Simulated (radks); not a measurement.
The numbers below are computed, except where a source is named.
Question: Sb XIII, 39 electrons, occupied as [Kr] 4d1 5s2 (not the ground configuration). Level of theory: non-relativistic Kohn-Sham, PBE, spin-polarised, spherical densities, point nucleus; open shells are filled with parallel spins first (spin-orbit coupling, left out, can overturn this in heavy ions); relativity is left out, which matters for an element this heavy (a radial shooting solver on a logarithmic mesh with Libxc functionals). Some entries of the table are withheld. Estimate them.

orbital,occ.,eigenvalue (eV),<r> (bohr)
1s up,1,-29451.43,0.02982
1s down,1,-29451.43,0.02982
2s up,1,-4618.222,0.1286
2s down,1,-4617.751,0.1286
2p up,3,-4345.171,0.1096
2p down,3,-4344.821,0.1096
3s up,1,-1119.251,0.3425
3s down,1,-1119.025,0.3424
3p up,3,-1006.203,0.3329
3p down,3,-1005.945,0.3328
3d up,5,-797.5393,0.3029
3d down,5,-797.1422,0.3029
4s up,1,(1),0.7645
4s down,1,(2),0.7646
4p up,3,-340.0135,0.7857
4p down,3,-338.3785,0.7860
4d up,1,(3),0.8307
4d down,0,(4),0.8316
5s up,1,-179.7472,1.466
5s down,1,-179.2432,1.469

Answer: 
(1) 4s up eigenvalue (eV): -381.1797
(2) 4s down eigenvalue (eV): -379.5287
(3) 4d up eigenvalue (eV): -268.6118
(4) 4d down eigenvalue (eV): -267.0319
